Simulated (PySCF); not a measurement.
A structure optimised at PBE-D3(BJ)/def2-SVP, used in a PySCF frequency run:

```
N
C 1 1.3842
C 2 1.3574 1 127.68
H 3 1.0979 2 119.31 1 -175.17
H 3 1.0990 4 117.55 2 -178.85
H 2 1.1043 3 119.44 4 2.98
C 1 1.4440 2 118.58 6 178.06
H 7 1.1078 1 109.73 2 169.86
H 7 1.1097 8 108.23 1 120.03
H 7 1.1189 8 108.20 9 116.20
C 1 1.4474 2 118.81 6 25.69
H 11 1.1082 1 109.74 2 -35.07
H 11 1.1103 12 107.91 1 120.34
H 11 1.1190 12 107.57 13 115.90
```

### Question
Write its SMILES and formula.

### Answer
C=CN(C)C, C4H9N

### Question
What are its rotational constants (standard atomic weights)?

### Answer
8.5526, 4.0050, 2.8627 GHz
